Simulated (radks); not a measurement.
Task: All-electron atom: Pd5+ in [Kr] 4d5. Calculated with a radial shooting solver on a logarithmic mesh with Libxc functionals: Dirac Kohn-Sham, exchange-only PBE, spin-unpolarised, spherical densities, finite nucleus; open shells fill j = l - 1/2 first; Fermi nuclear charge, rms radius 4.5318 fm.

Spin-orbit splittings of the eigenvalues, e(l+1/2) - e(l-1/2), with zeta = 2 splitting/(2l+1) and mean radii in bohr:

shell  occ.  splitting (eV)  zeta (eV)  <r> j=l-1/2  <r> j=l+1/2
2p        6           159.4      106.3       0.1171       0.1221
3p        6           27.82      18.55       0.3710       0.3819
3d       10           5.554      2.221       0.3552       0.3587
4p        6           4.821      3.214       0.9838        1.010
4d        5               ?          ?        1.205        1.215

Estimate the 4d splitting.

Result: 0.6729 eV (zeta = 0.2691 eV).
